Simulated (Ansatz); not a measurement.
Z-matrix (Å, degrees):
```
C
N 1 1.443
H 1 1.095 2 111.6
H 1 1.097 2 113.0 3 -121.7
H 1 1.092 2 109.3 3 118.5
Si 2 1.698 1 126.7 3 -135.9
H 2 1.007 1 114.7 3 58.4
O 6 1.651 2 101.7 1 170.0
N 6 1.704 2 108.3 1 44.1
H 6 1.493 2 118.3 1 -72.7
H 8 0.957 6 116.0 2 157.1
H 9 1.007 6 122.5 2 54.3
H 9 1.006 6 121.3 2 -149.3
```

Charge 0, multiplicity 1.

List the PBE/def2-TZVPP orbital energies in eV (Ansatz). (Best estimate.)

Ansatz gave: Occupied: -1779.63, -509.80, -379.73, -379.72, -269.25, -137.22, -93.98, -93.96, -93.94, -24.61, -21.56, -20.73, -16.21, -13.41, -12.12, -12.05, -10.82, -10.31, -10.03, -9.21, -8.48, -7.93, -7.14, -6.02, -5.25. Lowest empty: 0.23, 0.47, 0.82, 1.67, 1.86, 2.13, 2.33, 2.68.
